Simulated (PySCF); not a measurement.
All of these have the formula C5H13NSi. Method used: PySCF, TDDFT B3LYP/def2-SVPD, vertical, gas phase, core orbitals frozen in the response. Geometries: GFN2-xTB; one conformer of each isolated species. Triplets are in the Tamm–Dancoff approximation.

Question: Rank by computed S1–T1 gap, lowest first.
A. `C[C@@H]1CCCN1[SiH3]`
B. `C=C[Si@H](CC)NC`
C. `CC[C@H]1C[Si@@H](N)C1`
D. `C(N[SiH3])CCC=C`

Answer: A (0.11 eV), C (0.27 eV), B (0.61 eV), D (0.98 eV).

```csv
SMILES,S1−T1 (eV),S1 (eV),T1 (eV),S1 mainly,T1 mainly,f(S1)
C[C@@H]1CCCN1[SiH3],0.11,5.24,5.12,H→L (97%),H→L (91%),0.008
CC[C@H]1C[Si@@H](N)C1,0.27,6.07,5.80,H→L (97%),H→L (90%),0.019
C=C[Si@H](CC)NC,0.61,4.99,4.39,H→L (99%),H-1→L (76%),0.003
C=CCCCN[SiH3],0.98,5.29,4.30,H→L (73%),H→L (30%),0.017
```

H and L stand for HOMO and LUMO. For `C=C[Si@H](CC)NC` the leading configurations of S1 and T1 differ. Singlets come from full response and triplets from the Tamm–Dancoff approximation.
